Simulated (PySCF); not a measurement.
Dipole response of Ti²⁺ (titanium, charge +2)

[Ar] 3d2, high-spin 3F determinant. All numbers are calculated (PySCF 2.14, no relativity, point nucleus, in def2-QZVPPD (11s6p5d3f2g, 93 functions)). Coupled (time-dependent) response in atomic units; α is the mean over directions.

| method | mean α (bohr³) | C₆ (like pair) | S(−4) |
| --- | --- | --- | --- |
| CAM-B3LYP | 4.754 | 14.28 | 18.45 |

S(−4) is the Cauchy moment in α(ω) = α(0) + S(−4) ω² + …

α(iu) at CAM-B3LYP:

```
u (hartree)  α(iu) (bohr³)
          0          4.754
     0.0500          4.709
      0.100          4.584
      0.200          4.200
      0.300          3.788
      0.500          3.118
      0.750          2.522
       1.00          2.080
       1.50          1.464
       2.00          1.068
       3.00         0.6261
       5.00         0.2846
```

For an ion, C₆ is the dispersion term alone; charge-induced terms of lower order in 1/R come first.
